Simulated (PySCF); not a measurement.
GeH6Si2, neutral, multiplicity 1. Atoms are numbered in the order given.

```xyz
9

Ge     0.0000     0.0000     0.9402
Si    -1.7302     0.0075    -0.8188
H     -1.8859    -1.4531    -1.1326
H     -1.3660     0.7100    -2.0884
H     -3.0567     0.5195    -0.3583
Si     1.7302    -0.0075    -0.8188
H      1.8859     1.4531    -1.1326
H      1.3660    -0.7100    -2.0884
H      3.0567    -0.5195    -0.3583
```
Charge 0, spin multiplicity 1.

Geometry: B3LYP-D3(BJ)/def2-SVP. The structure was generated by enumeration; whether it is a known compound was not checked.

Computed with r2SCAN/def2-TZVPD (PySCF).

Symmetry labels are those of the subgroup C2 that the program uses (full group C2).

Computed valence orbital energies around the gap with their symmetry:
```tsv
orbital	symmetry	energy (eV)
HOMO−7	B	-13.43
HOMO−6	A	-11.63
HOMO−5	A	-9.07
HOMO−4	B	-9.06
HOMO−3	A	-8.76
HOMO−2	B	-8.59
HOMO−1	B	-6.62
HOMO	A	-5.89
LUMO	B	-4.17
LUMO+1	B	-0.47
LUMO+2	A	-0.37
LUMO+3	A	0.01
```
